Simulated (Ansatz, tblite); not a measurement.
Removing and adding an electron: N-butyl-N-methylpyrrolidinium dicyanamide (C₁₁H₂₀N₄). Charge 0, multiplicity 1. Geometry: PBE-D4/def2-SVP. Ansatz, gas phase; energy differences of separate SCF runs; the oxidised species was run as a doublet alone; the reduced species was run as a doublet alone.

```xyz
35

C    -0.495    3.423    2.562
C    -0.916    2.396    1.510
C     0.186    1.371    1.201
C    -0.291    0.399    0.131
N     0.678   -0.713   -0.243
C     1.951   -0.127   -0.786
C     0.043   -1.604   -1.333
C     0.477   -3.017   -0.982
C     0.351   -3.011    0.546
C     0.951   -1.660    0.936
H    -0.233    2.936    3.525
H    -1.310    4.146    2.765
H     0.391    4.004    2.230
H    -1.831    1.859    1.846
H    -1.204    2.912    0.568
H     0.465    0.843    2.141
H     1.094    1.914    0.861
H    -0.472    0.941   -0.816
H    -1.243   -0.096    0.409
H     1.676    0.538   -1.636
H     2.593   -0.955   -1.138
H     2.470    0.426    0.016
H    -1.058   -1.491   -1.244
H     0.357   -1.207   -2.316
H     1.521   -3.225   -1.298
H    -0.176   -3.765   -1.472
H    -0.718   -3.058    0.836
H     0.875   -3.848    1.047
H     2.048   -1.719    1.063
H     0.522   -1.222    1.854
N     0.276    1.204   -3.164
C    -0.905    1.038   -3.122
N    -2.198    0.861   -3.077
C    -2.709    0.101   -2.136
N    -3.168   -0.593   -1.284
```

The xTB rows come from tblite. Single mean-field runs in def2-TZVP are fitted with def2-universal-jkfit.

```tsv
level	−HOMO (eV)	vertical IE (eV)	−LUMO (eV)	vertical EA (eV)	HOMO–LUMO gap (eV)	IE − EA (eV)	remarks
GFN2-xTB	8.53	12.20	3.94	1.56	4.59	10.65	–
PBE-D4/def2-TZVP	4.60	7.59	0.80	-0.83	3.79	8.42	HOMO above zero (-1 doublet)
PBE0-D4/def2-TZVP	5.76	7.67	0.00	-1.13	5.77	8.81	HOMO above zero (-1 doublet)
```

(1) Estimate the rows for GFN1-xTB, B97M-V/def2-TZVP.

Answers

(1) 
```csv
level,−HOMO (eV),vertical IE (eV),−LUMO (eV),vertical EA (eV),HOMO–LUMO gap (eV),IE − EA (eV),remarks
GFN1-xTB,9.20,12.63,5.13,2.91,4.07,9.72,–
B97M-V/def2-TZVP,4.78,7.50,0.72,-0.84,4.05,8.34,HOMO above zero (-1 doublet)
```

   A HOMO above zero means that the electron is unbound at that level or that self-interaction error raises the level; the energy of removing that electron tells which. Raw xTB energy differences between charge states are shifted by several eV; the methods need an empirical correction for them. Sets without diffuse functions give affinities that are too small. A negative affinity means that the extra electron isn't bound; its size then hangs on the basis.
